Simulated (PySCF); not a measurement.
# Structure from NMR data

Molecular formula: C8H4F4O. Simulated spectra:

1H NMR (500 MHz, computed): δ 8.74 (m, 1H), 8.31 (m, 1H), 8.10 (m, 1H), 8.02 (m, 1H).

13C{1H} NMR (computed): δ 160.6, 141.7, 141.5, 141.3, 137.7, 133.7, 132.1, 128.1.

- σ from GIAO-PBE0/pcSseg-1
- coordinates at the GFN2-xTB level
- code: PySCF
- one conformer, relativity neglected, equivalent nuclei averaged, no solvent model

References, each an isolated molecule treated in the same way: 1H and 13C against TMS.

Task: Which of these isomers gave the spectra?
A. O=C(F)c1ccc(C(F)(F)F)cc1
B. O=C(F)c1ccccc1C(F)(F)F
C. O=C(F)c1cccc(C(F)(F)F)c1

Result: B. 

The formula gives 5 degrees of unsaturation (1 ring in the answer). 8 carbon signals for 8 carbons: no two carbons are equivalent. Carbon types of the structure: 4 × C, 4 × CH, which accounts for all hydrogens. δC 160.6: carbonyl carbon. δC 141.7, 128.1: substituted aromatic carbon. δC 141.5, 141.3, 137.7, 133.7: aromatic CH. δC 132.1: CF3 carbon; 3 electronegative neighbours deshield it. δH 8.74, 8.31, 8.10, 8.02: hydrogen on an aromatic CH.

The others: O=C(F)c1ccc(C(F)(F)F)cc1 would give 6 carbon signals, not 8; O=C(F)c1cccc(C(F)(F)F)c1 has carbons computed at 164.8, 142.9, 139.1, 137.9, 137.8, 134.7, 132.9, 131.2.

Splittings by 19F in the carbon and heteronuclear signals aren't shown, as no couplings were computed. Shifts are as computed. Against solution values, carbons near 30 ppm lie about +3 ppm off and those near 130 ppm about +5 ppm. Of 1211 compounds with measured shifts, 218 miss one by over three times the rms of a fit or turn the order of signals round; such compounds aren't used in these exercises. Multiplicities follow the n + 1 count of equivalent neighbours, as no J values were calculated; m marks all less simple cases, F and P coupling included.
